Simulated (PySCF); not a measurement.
PySCF input file for TaOF2, SMILES [O]=[Ta+]([F])[F], charge +1, multiplicity 1, PBE-D3(BJ)/def2-TZVP. Geometry optimised at PBE-D3(BJ)/def2-TZVP. The spin state was assumed, not searched. The isomer is the one that the SMILES or the coordinates give; other isomers of the formula were not compared. The def2 effective core potentials stand for the cores of Ta; spin–orbit coupling is left out.

```python
import numpy as np
from pyscf import gto, scf, dft, df
from pyscf.hessian import thermo

mol = gto.M(
    atom='''
    Ta   -0.18805579    0.03746796   -0.00000000
    O     0.63215593    1.52210426   -0.00000001
    F     0.48171253   -0.82844418    1.46790992
    F     0.48171253   -0.82844419   -1.46790991
    ''',
    basis='def2-TZVP',
    ecp={'Ta': 'def2-tzvp'},
    charge=1,
    spin=0,
    max_memory=1600,
    verbose=3,
)
mf = dft.RKS(mol, xc='pbe').density_fit(auxbasis='def2-universal-jkfit')
mf.disp = 'd3bj'
mf.grids.level = 3
mf.conv_tol = 1e-11
mf.max_cycle = 100
mf.kernel()

# [left out here: the lines that compute and print the analytic Hessian (its translational invariance restored by hand, since the grid's response is missing), thermochemistry and intensities]
```

Log of the run:

```
converged SCF energy = -331.690821016272

WARN: DFTD3 does not support analytical Hessian, using finite difference


WARN: Mole.unit (angstrom) is changed to Bohr

Mode                                 0                   1                   2
Irrep
Freq [cm^-1]                      174.2975            250.4253            282.7722
Reduced mass [au]                  21.2582             19.5601             17.8290
Force const [Dyne/A]                0.3805              0.7227              0.8399
Char temp [K]                     250.7753            360.3063            406.8462
Normal mode                   x     y     z       x     y     z       x     y     z
       0  Ta                -0.02  0.02 -0.00    0.02  0.01 -0.00   -0.00 -0.00 -0.02
       1   O                 0.04 -0.02  0.00   -0.12  0.10  0.00    0.00 -0.00  0.19
       2   F                 0.09 -0.07 -0.10   -0.06 -0.09 -0.02    0.05  0.08  0.00
       3   F                 0.09 -0.07  0.10   -0.06 -0.09  0.02   -0.05 -0.08  0.00
Mode                                 3                   4                   5
Irrep
Freq [cm^-1]                      731.5155            742.7882           1029.1514
Reduced mass [au]                  21.4340             20.4162             17.2780
Force const [Dyne/A]                6.7577              6.6368             10.7821
Char temp [K]                    1052.4879           1068.7068           1480.7197
Normal mode                   x     y     z       x     y     z       x     y     z
       0  Ta                -0.00  0.00  0.03   -0.01  0.02 -0.00    0.01  0.02  0.00
       1   O                 0.00 -0.00 -0.01   -0.00 -0.01  0.00   -0.12 -0.21 -0.00
       2   F                -0.06  0.07 -0.12    0.06 -0.07  0.12   -0.01  0.00 -0.01
       3   F                 0.06 -0.07 -0.12    0.06 -0.07 -0.12   -0.01  0.00  0.01
temperature 298.1500 [K]
pressure 101325.00 [Pa]
Rotational constants [GHz] 5.95448 4.89124 3.47822
Symmetry number 1
Zero-point energy (ZPE) 0.00732 [Eh]   19205.746 [J/mol]
                           tot       elec      trans        rot        vib
Entropy [J/mol/K]       309.931      0.000    176.833    106.964     26.135
Cv [J/mol/K]             55.101      0.000     12.472     12.472     30.157
Cp [J/mol/K]             63.415      0.000     20.786     12.472     30.157
Internal energy [J/mol]                      3718.434   3718.434  23827.324
Internal energy [Eh]   -331.67891  -331.69082
Enthalpy [J/mol]                             6197.391   3718.434  23827.324
Enthalpy [Eh]          -331.67797
Gibbs free energy [J/mol]                  -46525.395 -28172.776  16035.294
Gibbs free energy [Eh] -331.71316
mode   freq/cm-1   IR/(km/mol)
   1      174.30        12.025
   2      250.43         7.924
   3      282.77         3.711
   4      731.52       100.972
   5      742.79        52.033
   6     1029.15        51.456
max |gradient| / (hartree/bohr): 0.000178944513741765
APT charges: [ 2.414  -0.4761 -0.469  -0.469 ]
```

Self-consistency was reached.
